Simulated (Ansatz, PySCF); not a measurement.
Breaking the B1–H2 bond in C2H5B (SMILES BC=C) (multiplicity 1 held, fragments rigid). Energies count from the point at 1.194 Å.
Geometry at that point (charge 0, multiplicity 1):
```xyz
8

B     -0.1923     0.1348     1.3423
H     -0.5044     1.2852     1.4115
H     -0.1370    -0.5154     2.3402
C      0.1272    -0.4665    -0.0333
C      0.0609     0.2767    -1.1477
H      0.4154    -1.5096    -0.1414
H      0.2806    -0.1186    -2.1346
H     -0.2211     1.3232    -1.1013
```

U- levels take the lowest unrestricted solution at each point, which mixes spins at long bonds. Levels need not reach the same state.

Rows in 3-21G, 6-31G* carry no dispersion term and start afresh at each structure (6-31G* with six Cartesian d functions). MP2/6-31G* freezes PySCF's default core.

Codes used: Ansatz (Gaussian basis) for Hartree–Fock, density functionals and correlated methods; PySCF for 3-21G rows, 6-31G* rows. Values without a source in brackets are computed.

**Question.** One of these levels gives 87.97 kcal/mol for the energy at R = 3.821 Å. Which?
A) R-HF/3-21G
B) R-MP2/6-31G*
C) U-HF/cc-pVTZ
D) U-B3LYP/6-31G*

**Answer.** C, U-HF/cc-pVTZ. The others give 180.94 (R-HF/3-21G), 110.84 (U-B3LYP/6-31G*), 142.42 (R-MP2/6-31G*)

Doubts at one or more of the structures used: a restricted determinant that unrestricted orbitals would lower (R-HF/3-21G, R-MP2/6-31G*); a spin-contaminated determinant (U-HF/cc-pVTZ, U-B3LYP/6-31G*).

Ansatz is an electronic-structure program.
